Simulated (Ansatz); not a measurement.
Molecule: sum formula HBOBr, charge 0, multiplicity 2. It need not be the lowest isomer of its formula. 
Coordinates optimised at B3LYP-D3(BJ)/def2-TZVP (Ansatz, an electronic-structure program):
```xyz
4

O     -2.1428     0.4970     0.0157
B     -0.8839     0.9096    -0.0028
Br     0.6817    -0.2304    -0.0040
H     -2.2971    -0.4603     0.0300
```
Charge 0, spin multiplicity 2.

Total electronic energies in hartree. Correlated levels leave the core frozen unless marked. Open shells are spin-unrestricted. Spin-orbit coupling is left out. Frozen are the shells of the preceding noble gas and the d and f shells that filled before the atom's block. No relativistic terms. Basis-set limits of correlation are two-point, X^-3; Hartree-Fock from the larger set (for Q and 5 zeta extrapolated as (X+1)exp(-9√X)).

```tsv
level	program	energy (Eh)
RI-HF/cc-pVQZ	Ansatz	-2672.67222
PBE/def2-TZVPD	Ansatz	-2674.38137
PBE-D3(BJ)/def2-TZVPD	Ansatz + dftd3	-2674.38372
revPBE-D4/def2-TZVPD	Ansatz + dftd4	-2674.64324
B97M-V/def2-TZVPD	Ansatz	(withheld)
B3LYP/def2-TZVPD	Ansatz	-2674.91787
HSE06/def2-TZVPD	Ansatz	(withheld)
B2GP-PLYP-D4/def2-TZVPD	Ansatz + dftd4	(withheld)
MP2/cc-pVQZ	Ansatz	-2673.18559
MP2/cc-pV5Z	Ansatz	-2673.20557
SCS-MP2/cc-pVQZ	Ansatz	-2673.17853
CCSD/6-31G	Ansatz	-2672.36870
CCSD/cc-pVQZ	Ansatz	-2673.20221
CCSD(T)/cc-pVTZ	Ansatz	-2673.17317
CCSD(T)/CBS(cc-pVQZ,cc-pV5Z)	Ansatz	-2673.2569
```

### Question
Complete the blanks.

### Answer

- B97M-V/def2-TZVPD, energy (Eh): -2674.40838
- HSE06/def2-TZVPD, energy (Eh): -2674.47323
- B2GP-PLYP-D4/def2-TZVPD, energy (Eh): -2674.22953
